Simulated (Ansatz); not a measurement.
Two isomers of C2H5AlClN: A = `N/C(Cl)=[CH]/[AlH2]`, B = `[CH3][AlH][C](=N)Cl`.

Isolated molecules relaxed with PBE0-D4/def2-TZVP in Ansatz; ΔE leaves out vibrations. CBS: MP2 limit from def2 TZ/QZ plus the TZ coupled-cluster correction, frozen cores. DFT in def2-TZVPP. B3LYP here is the variant with VWN-RPA as its local correlation; programs differ in this. One conformer a species, not always the lowest.

Task: Which isomer does CCSD(T)/CBS put lower? Give the gap. (Best estimate.)

Result: The calculation gave: B, by 7.4 kcal/mol.

Task: Give E(B) − E(A) in kcal/mol with B3LYP, B3LYP-D4, PBE-D4, CCSD(T)/def2-TZVPP, B2PLYP, MP2/def2-TZVPP, PBE0-D4. (An estimate is asked.)

Result: Ansatz gave: B3LYP -7.2, B3LYP-D4 -6.5, PBE-D4 -6.1, CCSD(T)/def2-TZVPP -7.8, B2PLYP -7.1, MP2/def2-TZVPP -5.9, PBE0-D4 -4.9. None reverses the order clearly.

Largest T1 diagnostic: 0.012.

From PBE to PBE0 (25 % exact exchange), in def2-TZVPP and without D4, E(B) − E(A) moves by +1.3 kcal/mol. The D4 term adds +0.7 kcal/mol with B3LYP and +0.3 kcal/mol with PBE0; it sums over pairs of atoms, weighted by their polarisabilities, and B3LYP, whose exchange is more repulsive, gets the larger term.
